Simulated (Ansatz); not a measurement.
Reaction (substitution at a C–C bond): `C=CC=CC=N` + HBr → `N=CBr` + `C=CC=C`

Computed with Ansatz on PBE0-D4/def2-TZVP structures; ΔE is electronic, products minus reactants. CCSD(T)/CBS adds triple-zeta CCSD(T) − MP2 to the extrapolated MP2 energy (def2 sets, frozen cores). For Br outer-core shells are correlated without core-valence functions, which leaves a few kJ/mol of doubt a bond. Scalar relativity is left out up to krypton. Each species was taken in one conformer, which may not be the lowest.

| species | MP2/CBS(def2) energy (Eh) |
| --- | --- |
| `C=CC=CC=N` | -249.03147 |
| HBr | -2573.90023 |
| `N=CBr` | -2667.20343 |
| `C=CC=C` | -155.70996 |

Q: Work out ΔE.

A: ΔE = (-2667.20343) + (-155.70996) − (-249.03147) − (-2573.90023) = 0.01831 Eh = +0.50 eV. CCSD(T)/CBS gives +0.49 eV.

Largest T1 diagnostic among the species: 0.012.

From PBE to PBE0 (25 % exact exchange), in def2-TZVPP and without D4, ΔE moves by +0.04 eV.
